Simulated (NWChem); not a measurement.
System: SiHF3; SMILES F[SiH](F)F

Task: Give the equilibrium geometry at PBE0/def2-SVP (NWChem) as a list of bonds and angles, with the point group.

Result: point group C3v; any orientation.
Bonds (Å): Si1–F2 1.599, Si1–F3 1.599, Si1–F4 1.599, Si1–H5 1.466. Bond angles (°): F2–Si1–F3 108.0, F2–Si1–F4 108.0, F2–Si1–H5 110.9, F3–Si1–F4 108.0, F3–Si1–H5 110.9, F4–Si1–H5 110.9.
